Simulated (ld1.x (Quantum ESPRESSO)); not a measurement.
# Cr (Z = 24): one change to an ultrasoft potential, before and after

ld1.x (Quantum ESPRESSO) 7.5 input, shortened:

```
&input
   title='Cr', zed=24., rel=1, dft='PBESOL', iswitch=3,
   config='[Ar] 3d4 4s2 4p0 4f-2'
 /
 &inputp
   pseudotype=3, tm=.true., lloc=-2, rcloc=1.55,
   nlcc=.true.,
   which_augfun='PSQ', rmatch_augfun_nc=.true.
 /
8
3S  1  0   2.00   0.00  1.20  1.35  0.0
4S  2  0   2.00   0.00  1.20  1.35  0.0
3P  2  1   6.00   0.00  1.40  1.50  0.0
4P  3  1   0.00   0.00  1.40  1.50  0.0
3D  3  2   4.00   0.00  1.20  1.45  0.0
3D  3  2   0.00   0.55  1.20  1.45  0.0
4F  4  3  -2.00   0.20  1.50  1.60  0.0
4F  4  3  -2.00   1.10  1.50  1.60  0.0
 &test
   configts(1)='3s2 3p6 3d4 4s2 4p0'
 /
```

Change: waves 3p (bound): rcut 1.40, rcutus 2.06 bohr; 4p (bound): rcut 1.40, rcutus 2.06 bohr.

Cutoffs: the cutoffs (Ry, on a coarse ladder) from which the occupation-weighted sum of valence levels, in a spherical-Bessel basis at the reference potential, stays within 10 and 1 mRy of its value at 400 Ry; they do not see the model core or the augmentation charge, which bear on the density cutoff. Errors are all-electron minus pseudo energies relative to the spin-unpolarised reference configuration.

**Question.** What does the change do?

**Answer.** The potential gets neither clearly harder nor softer (50 Ry and 90 Ry → 50 Ry and 80 Ry); the d channel sets the loose cutoff, while the largest relative change is in p, which becomes softer; of the 7 tests that both files solve, the error grows in 1 and shrinks in 5 by more than 15 % and 0.3 meV (median size 9.3 → 3.6 meV); neither file shows a bound ghost.

| quantity | base | changed |
| --- | --- | --- |
| cutoff, loose | 50 Ry | 50 Ry |
| cutoff, tight | 90 Ry | 80 Ry |
| loose cutoff by channel (10 mRy a level) | s 25 Ry, p 30 Ry, d 45 Ry | s 25 Ry, p 15 Ry, d 45 Ry |
| bound ghosts | none | none |
| error for 3s2 3p6 3d5 4s1 4p0, meV [ΔE 0.09 eV] | -9.3 | -0.5 |
| error for 3s2 3p6 3d5 4s0 4p0, meV [ΔE 6.97 eV] | -26 | -5.9 |
| error for 3s2 3p6 3d4 4s0 4p0, meV [ΔE 22.98 eV] | -22 | -20 |
| error for 3s2 3p5 3d5 4s1 4p0, meV [ΔE 51.51 eV] | +2.5 | +12 |
| error for 3s2 3p6 3d3 4s0 4p0, meV [ΔE 53.69 eV] | +4.8 | +3.6 |
| error for 3s2 3p6 3d4 4s1 4p0, meV [ΔE 8.10 eV] | -3.2 | -2.7 |
| error for 3s2 3p6 3d5 4s0.5 4p0, meV [ΔE 2.80 eV] | -15 | -2.0 |
| lowest overlap eigenvalue by channel | s 0.15, p 0.15, d 0.95, f 0.97 | s 0.15, p 0.82, d 0.95, f 0.97 |
